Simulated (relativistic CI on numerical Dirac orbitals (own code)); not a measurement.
# One change at a time: Os⁹⁺

Base calculation: Dirac-Coulomb-Breit CI, KLI orbitals optimised for each configuration, a model potential for QED, unscaled Slater integrals.

Configuration list (outside the closed core [Kr] 4d10): 4f14.5s2.5p5, 4f13.5s2.5p6, 4f14.5s.5p6, 4f14.5s2.5p4.5d, 4f14.5s.5p5.5d, 4f14.5s2.5p4.5f, 4f13.5s2.5p5.5d, 4f14.5s2.5p4.6s, 4f14.5s2.5p4.5g, 4f14.5s.5p5.5f, 4f13.5s2.5p5.6s, 4f14.5s2.5p4.6p, 4f13.5s2.5p5.6p, 4f14.5p6.5d, 4f14.5s.5p5.5g, 4f14.5s2.5p3.5d.6p, 4f14.5s.5p4.5d2, 4f14.5s2.5p4.6d, 4f13.5s2.5p5.5f, 4f14.5s2.5p3.5d.5f, 4f14.5s2.5p3.5d2, 4f14.5s2.5p2.5d3, 4f14.5s.5p3.5d3, 4f14.5s2.5p2.5d2.5f, 4f13.5s2.5p3.5d3, 4f14.5s2.5p3.6s2, 4f14.5s2.5p2.5d.6s2, 4f14.5s.5p3.5d.6s2, 4f14.5s2.5p2.5f.6s2, 4f13.5s2.5p3.5d.6s2. Double excitations out of closed p, d and f shells are left out; levels of such configurations are missing from the list, as are those of other unlisted configurations, and high levels can miss mixing partners. Some configurations lack a partner that the ground configuration has and come out too high, among them 4f14.5s2.5p4.6s, 4f14.5s2.5p4.5g, 4f14.5s.5p5.5f, 4f13.5s2.5p5.6s, 4f14.5s2.5p4.6p.

Variants: (1) non-relativistic limit. Shifts of the energy above 4f14.5s2.5p5 2P°_3/2, in cm⁻¹, for the lowest level and the first level of each name with at least 55 % of one term (blank where a level changes its place among those of its configuration and J or its character, or is not in the variant):

```csv
Level,Base,Δ(1)
4f14.5s2.5p5 2P°_3/2,0,0
4f14.5s2.5p5 2P°_1/2,112338,-112338
4f13.5s2.5p6 2F°_7/2,141845,+111829
4f13.5s2.5p6 2F°_5/2,163612,+90063
4f14.5s2.5p4.5d 4D_5/2,380950,-32137
4f14.5s2.5p4.5d 2P_1/2,386280,
4f14.5s2.5p4.5d 4F_9/2,402050,-30483
4f14.5s2.5p4.5d 4D_1/2,477679,
4f13.5s2.5p5.5d 4G_5/2,533829,
4f13.5s2.5p5.5d 4I_15/2,534669,+83983
4f13.5s2.5p5.5d 4F_9/2,535437,+75674
4f13.5s2.5p5.5d 4G_11/2,538672,
4f13.5s2.5p5.5d 4H_13/2,539196,
4f13.5s2.5p5.5d 2P_1/2,543289,
```

At this charge transitions that keep the count of f electrons are usually good to a few per cent. Levels and lines within the n = 5 or 6 shells can be off by up to 10 % or somewhat more, and those that change n by about 2 %, since core polarisation is missing. Levels that differ in their count of f electrons can be misplaced by several ten thousand cm⁻¹, since the correlation energy of f electrons is missing or only estimated; rates across such gaps can be off by orders of magnitude.

Ionisation energy from one configuration of each of the two ions, the ground ones as tabulated or assumed: base 185.805 eV. The NIST ASD value (theoretical) is 190 ± 10 eV.

LS names give the leading component of a level, which can be under half, so a name can repeat, a term be missing and a line seem to break the LS rules.
